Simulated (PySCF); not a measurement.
SCF from a fresh guess for singlet HBiS, at the PBE0 minimum. PySCF input:

```python
from pyscf import gto, scf, dft
mol = gto.M(atom='''
Bi     0.229347     0.000000    -0.198839
S     -1.549228     0.000000     1.267960
H      1.590552     0.000000     1.006261''',
    basis={'Bi': 'def2-TZVP', 'S': 'def2-TZVP', 'H': 'def2-TZVP'},
    ecp={'Bi': 'def2-TZVP'},
    charge=0, spin=0)
mf = dft.RKS(mol, xc='PBE0')
mf.grids.atom_grid = (50, 194)
aux = {'Bi': 'def2-universal-JKFIT', 'S': 'def2-universal-JKFIT', 'H': 'def2-universal-JKFIT'}
mf = mf.density_fit(auxbasis=aux)
mf.conv_tol = 1e-08
mf.diis_space = 10
mf.max_cycle = 60
mf.init_guess = 'minao'
mf.verbose = 4
mf.kernel()
```

Excerpt of the output (cycles and frontier levels):

```
init E= -578.712898517715
  HOMO = -0.6032969017445  LUMO = -0.581514142538526  gap/eV = 0.59274
cycle= 1 E= -611.448901693362  delta_E= -32.7  |g|= 2.71  |ddm|= 11.6
  HOMO = -0.0232273047229295  LUMO = 0.0160543318553769  gap/eV = 1.06891
cycle= 2 E= -607.84695613666  delta_E=  3.6  |g|=  4.9  |ddm|= 17.1
  HOMO = -0.218732462428414  LUMO = -0.0959921045285891  gap/eV = 3.33994
cycle= 3 E= -613.207364907544  delta_E= -5.36  |g|= 0.639  |ddm|= 15.4
  HOMO = -0.240275002980268  LUMO = -0.129866502584581  gap/eV = 3.00437
cycle= 4 E= -613.279786460593  delta_E= -0.0724  |g|= 0.255  |ddm|= 0.883
  HOMO = -0.225840166591496  LUMO = -0.128259810853852  gap/eV = 2.65530
cycle= 5 E= -613.290835788186  delta_E= -0.011  |g|= 0.113  |ddm|= 0.315
  HOMO = -0.244569348639771  LUMO = -0.134376970263422  gap/eV = 2.99849
cycle= 6 E= -613.293885922684  delta_E= -0.00305  |g|= 0.0501  |ddm|= 0.161
  HOMO = -0.239985441541222  LUMO = -0.132472005895729  gap/eV = 2.92559
cycle= 7 E= -613.294709380928  delta_E= -0.000823  |g|= 0.00483  |ddm|= 0.0548
  HOMO = -0.239888787269404  LUMO = -0.13228864026067  gap/eV = 2.92795
cycle= 8 E= -613.294716089638  delta_E= -6.71e-06  |g|= 0.00171  |ddm|= 0.00694
  HOMO = -0.239889905117561  LUMO = -0.132264690327148  gap/eV = 2.92863
cycle= 9 E= -613.294716766891  delta_E= -6.77e-07  |g|= 0.000469  |ddm|= 0.00163
  HOMO = -0.239889648922308  LUMO = -0.132239328133246  gap/eV = 2.92931
cycle= 10 E= -613.294716806523  delta_E= -3.96e-08  |g|= 0.000208  |ddm|= 0.000433
  HOMO = -0.239908187816326  LUMO = -0.13223930267113  gap/eV = 2.92982
cycle= 11 E= -613.294716821736  delta_E= -1.52e-08  |g|= 2.78e-05  |ddm|= 0.000252
  HOMO = -0.239909645848638  LUMO = -0.132241322450842  gap/eV = 2.92980
cycle= 12 E= -613.29471682202  delta_E= -2.85e-10  |g|= 7.3e-06  |ddm|= 5.05e-05
  HOMO = -0.239910850941008  LUMO = -0.132240976236223  gap/eV = 2.92985
Extra cycle  E= -613.294716821992  delta_E= 2.88e-11  |g|= 1.25e-05  |ddm|= 2.36e-05
converged SCF energy = -613.294716821992
```

No lower solution of this spin was found by a stability analysis within the restricted form, which does not test spin polarisation.

No spin–orbit coupling is included, which matters more the heavier the element.

The search for the lowest solution, with the stability check, took 4.3 s on 2 threads of a shared Arm Neoverse V1 host, with 93 basis functions; the process peaked at 0.31 GiB. Launch command: `OMP_NUM_THREADS=2 python axn.py task.json out`.
